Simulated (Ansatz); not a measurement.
Born–Oppenheimer molecular dynamics of GaH$_{3}$OSi (6 atoms, charge 0, multiplicity 1). It starts at the highest image of a converged band. Of that band: Neighbouring images differ by up to 1.3 eV, so the band resolves the path poorly. A vibrational analysis at the climbing image gives one clearly imaginary mode, 1493i cm⁻¹: a first-order saddle point.

Level of theory: Ansatz, UKS r2SCAN/def2-SVP.

```json
{"ensemble": "NVE (velocity Verlet)", "time step": "0.5 fs", "steps asked": "142", "starting velocities drawn for": "300 K", "seed": "7327"}
```

First frame:

```xyz
6
Properties=species:S:1:pos:R:3
O 0.312 -1.088 -0.113
Si -0.685 0.530 -0.945
Ga 0.101 0.192 1.196
H -0.845 -1.012 -0.969
H 0.348 1.265 -1.769
H 0.811 0.049 2.554
```

Task: What does the run give?

Result: The run went to its last step.

- steps done: 142
- time covered: 71 fs
- mean temperature over the second half: 2741 K
- spread of the potential energy over the second half: 68.2 meV per atom
- mean potential energy of the second half above the start: -210.4 meV per atom

The conserved energy stayed within 0.34 meV per atom of its start (net change -0.11 meV per atom), so the integration is sound. The kinetic energy rose, since the run started high on the potential surface and went downhill. A run of 0.071 ps of so small a system gives no equilibrium averages. The orbitals were unrestricted but ended closed-shell.

Task: What happens to the structure?

Result: Between its relaxed ends the band would form O1–H4 and break Si2–H4. These pairs go: O1–H4 1.44 → 2.79 Å, Si2–H4 1.55 → 1.61 Å. In the last frame they stand as before the step (other bonds may differ from the relaxed reactants and products). It ends as one piece, GaH3OSi. Pairs count as bonded within 1.25 times the sum of covalent radii (0.12 Å more for H–H). Another seed would give other details.

Task: How do temperature and energy run in time?

Result: 
```tsv
time (fs)	T (K)	potential energy less start (eV)	conserved less start (meV/atom)
0	300	0.000	0.00
2	292	0.004	0.03
4	352	-0.026	0.09
6	625	-0.167	0.11
8	1206	-0.468	0.10
10	2093	-0.927	-0.01
12	3078	-1.438	-0.19
14	3773	-1.797	-0.33
16	3898	-1.862	-0.29
18	3561	-1.687	-0.17
20	3098	-1.447	-0.07
22	2758	-1.271	-0.05
24	2578	-1.178	-0.07
26	2498	-1.137	-0.08
28	2453	-1.114	-0.14
30	2302	-1.036	-0.10
32	2135	-0.949	-0.03
34	2098	-0.930	-0.07
36	2151	-0.957	-0.02
38	2393	-1.082	-0.01
40	2871	-1.329	-0.03
42	3549	-1.680	-0.09
44	4206	-2.021	-0.30
46	4357	-2.099	-0.28
48	3998	-1.913	-0.16
50	3423	-1.615	-0.11
52	2806	-1.296	-0.04
54	2326	-1.048	0.00
56	2052	-0.906	-0.02
58	1913	-0.834	-0.01
60	1906	-0.830	-0.02
62	2001	-0.880	-0.05
64	2154	-0.959	-0.10
66	2273	-1.021	-0.13
68	2337	-1.054	-0.05
70	2531	-1.154	-0.06
```

Time of the run: 17 min on 2 threads of Arm Neoverse N1 (shared host), peak memory 0.21 GiB.
